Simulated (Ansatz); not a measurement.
Cost and result for the atomization energy of CdH5NOSi, SMILES `[NH2][Cd][O][SiH3]` (9 atoms, 8 bonds).

```xyz
9

N     1.4119    1.6390   -2.1087
Cd    0.1576    0.7295   -0.8474
O    -1.0113   -0.2051    0.4179
Si   -0.8203   -1.2945    1.6021
H     1.1582    1.4631   -3.0746
H     1.3926    2.6458   -1.9888
H     0.0461   -0.7811    2.7068
H    -2.1479   -1.6399    2.1810
H    -0.1870   -2.5569    1.1118
```

Total charge 0; spin multiplicity 1. Correlated methods include outer-core shells of Cd, which these sets cover unevenly. Cd takes the def2 core potential. The structure was optimised at the PBE0-D4/def2-TZVP level. It is one conformer, not always the lowest. Program: Ansatz. All runs use 4 threads of an Intel Xeon Platinum 8259CL on a shared host. Times are those of one run each, without the atoms' runs, and a repeat can differ threefold. Electronic energies, without spin–orbit coupling; frozen cores. CCSD(T)/CBS adds CCSD(T) − MP2 in def2-TZVPP to the MP2 limit, and its time is that of the two runs behind it. T1 = 0.015. With those shells the extrapolation isn't a true limit. HSE06 is the plane-wave form, built on full-range PBE exchange.

CCSD(T)/CBS is a level of theory with its own doubt, some kJ/mol a heavy atom from the limit and from the frozen cores, so smaller differences don't rank the functionals.

```
                           level  functions  wall time
            revPBE-D4/def2-TZVPP        230      1.7 s
 PBE-D4/def2-TZVPP (with forces)        230      2.2 s
             BHLYP-D4/def2-TZVPP        230      2.6 s
             HSE06-D4/def2-TZVPP        230      2.8 s
         CAM-B3LYP-D4/def2-TZVPP        230      2.9 s
             PBE-QIDH/def2-TZVPP        230      4.7 s
               B97M-V/def2-TZVPP        230      6.5 s
              ωB97X-V/def2-TZVPP        230      6.5 s
                CCSD(T)/def2-SVP        102        7 s
ωB97M-V/def2-TZVPP (with forces)        230        9 s
                  MP2/def2-QZVPP        422       15 s
              CCSD(T)/def2-TZVPP        230    2.3 min
               CCSD(T)/CBS(def2)          –    2.5 min
```

Task: What atomization energy does each give, and how far from CCSD(T)/CBS? (Estimate.)

Result: Computed: 
| level | atomization (kJ/mol) | difference from CCSD(T)/CBS | per bond |
| --- | --- | --- | --- |
| revPBE-D4/def2-TZVPP | 2567.6 | -71.7 | -9.0 |
| PBE-D4/def2-TZVPP (with forces) | 2637.6 | -1.7 | -0.2 |
| BHLYP-D4/def2-TZVPP | 2532.2 | -107.1 | -13.4 |
| HSE06-D4/def2-TZVPP | 2585.4 | -53.9 | -6.7 |
| CAM-B3LYP-D4/def2-TZVPP | 2645.4 | 6.1 | 0.8 |
| PBE-QIDH/def2-TZVPP | 2577.2 | -62.1 | -7.8 |
| B97M-V/def2-TZVPP | 2615.6 | -23.7 | -3.0 |
| ωB97X-V/def2-TZVPP | 2659.0 | 19.7 | 2.5 |
| CCSD(T)/def2-SVP | 2406.5 | -232.8 | -29.1 |
| ωB97M-V/def2-TZVPP (with forces) | 2643.9 | 4.6 | 0.6 |
| MP2/def2-QZVPP | 2637.4 | -1.9 | -0.2 |
| CCSD(T)/def2-TZVPP | 2546.5 | -92.8 | -11.6 |
| CCSD(T)/CBS(def2) | 2639.3 | 0.0 | 0.0 |

From BLYP to BHLYP (50 % exact exchange), in def2-TZVPP and without D4, the atomization energy moves by −67.7 kJ/mol: exact exchange takes away binding that semilocal exchange gives to molecules. The D4 term adds +26.4 kJ/mol with B3LYP and +13.7 kJ/mol with PBE0; it sums over pairs of atoms, weighted by their polarisabilities, and B3LYP, whose exchange is more repulsive, gets the larger term. In def2-TZVPP, CCSD(T) changes the Hartree–Fock value by +765.8 kJ/mol (the triples alone add +42.0 kJ/mol) and MP2 by +798.0 kJ/mol; breaking electron pairs costs correlation energy, which Hartree–Fock lacks.

B3LYP here is the variant with VWN-RPA as its local correlation; programs differ in this.
